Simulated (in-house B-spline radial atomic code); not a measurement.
Configurations of Sn II (Sn+), with energies counted from [Kr] 4d10 5s2 5p1. All numbers are computed (scalar-relativistic (X2C) SCAN, spin-polarised, spherical fractional occupations; Fermi nucleus of rms radius 4.6519 fm) with a B-spline radial code for spherical atoms, not measured. Shells without spins written out take the highest spin.

Occupations are held fixed; configurations that lie above the ionisation limit could autoionise.

```csv
configuration,E - E(ref) (eV),highest orbital,its <r> (bohr)
[Kr] 4d10 5s1 5p2,5.5364,5p up,2.773
[Kr] 4d10 5s2 6d1,10.608,6d up,10.24
[Kr] 4d10 5s1 5p1 6d1,17.484,6d up,9.687
"[Kr] 4d10 5s(1 up, 0 down) 5p(1 up, 0 down) 5f(1 up, 0 down)",18.848,5f up,13.9
"[Ar] 3d10 4s2 4p(3 up, 2 down) 4d10 5s2 5p(1 up, 0 down) 5d(0 up, 1 down)",102.11,5d down,4.773
"[Ar] 3d10 4s2 4p(2 up, 3 down) 4d10 5s2 5p(1 up, 0 down) 6d(0 up, 1 down)",105.01,6d down,9.878
```

Question: Order these further configurations by energy, lowest first.
A. [Kr] 4d10 5s2 6s1
B. [Ar] 3d9 4s2 4p6 4d10 5s2 5p1 6s1
C. [Kr] 4d10 5s(1 up, 0 down) 5p(1 up, 1 down)
D. [Kr] 4d9 5s2 5p1 6f1
E. [Ar] 3d9 4s2 4p6 4d10 5s2 5p2

Answer: A (6.5435 eV), C (7.8335 eV), D (40.143 eV), E (488.94 eV), B (497.48 eV).

Question: How far above the reference does [Kr] 4d9 5s2 5p1 6s1 lie?

Answer: 33.791 eV; its least bound orbital is 6s up with <r> = 5.303 bohr.

Question: How far above the reference does [Kr] 4d10 5s2 5d1 lie?

Answer: 7.932 eV; its least bound orbital is 5d up with <r> = 5.061 bohr.
